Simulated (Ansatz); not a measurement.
Geometry optimisation, Ansatz 0.2.0, RKS PBE0-D4/def2-SVP.

The input (input.yaml):

```yaml
crystal:
  periodic: [false, false, false]
  atoms:
    - { symbol: Te, position_ang: [-0.7316, 2.194, 0.0927] }
    - { symbol: C, position_ang: [0.49, 0.5686, 0.5121] }
    - { symbol: Si, position_ang: [-0.3447, -1.0008, -0.0999] }
    - { symbol: I, position_ang: [1.2309, -2.9029, 0.4147] }
    - { symbol: H, position_ang: [-0.6199, 1.9317, -1.6394] }
    - { symbol: H, position_ang: [1.4676, 0.7227, -0.0016] }
    - { symbol: H, position_ang: [0.6854, 0.5091, 1.612] }
    - { symbol: H, position_ang: [-1.5642, -1.1652, 0.5882] }
    - { symbol: H, position_ang: [-0.5249, -0.9036, -1.4959] }
basis:
  gaussian: { orbitals: def2-SVP }
hamiltonian:
  xc: pbe0
  dispersion: d4
relax:
  f_tol: 0.015
  max_steps: 40
```

Run as:

```bash
$ ansatz run input.yaml --threads 2 --pin off --max-ram 3072MiB --backend cpu --events-out ev --progress --plain --runs-dir out
```

Where does it end, and by what steps?

It converged. After 7 steps the energy has fallen by 0.311 eV; H5 moved furthest, 0.14 Å.

```csv
step,energy less start (eV),largest force component (eV/Å),accepted
0,0.0000,2.122,yes
1,-0.1966,1.684,yes
2,-0.3012,0.386,yes
3,-0.3059,0.200,yes
4,-0.3075,0.064,yes
5,-0.3100,0.051,yes
6,-0.3105,0.035,yes
7,-0.3107,0.005,yes
```

```xyz
9
Properties=species:S:1:pos:R:3
Te -0.788 2.229 0.032
C 0.522 0.559 0.495
Si -0.301 -1.022 -0.072
I 1.193 -2.935 0.369
H -0.565 2.056 -1.610
H 1.507 0.735 0.041
H 0.640 0.571 1.589
H -1.564 -1.251 0.680
H -0.556 -0.988 -1.539
```

Whether the end is a true minimum wasn't checked by a vibrational analysis.

Run time: 45 s on 2 threads of Arm Neoverse V1, with other jobs on the host, peak memory 0.3 GiB.
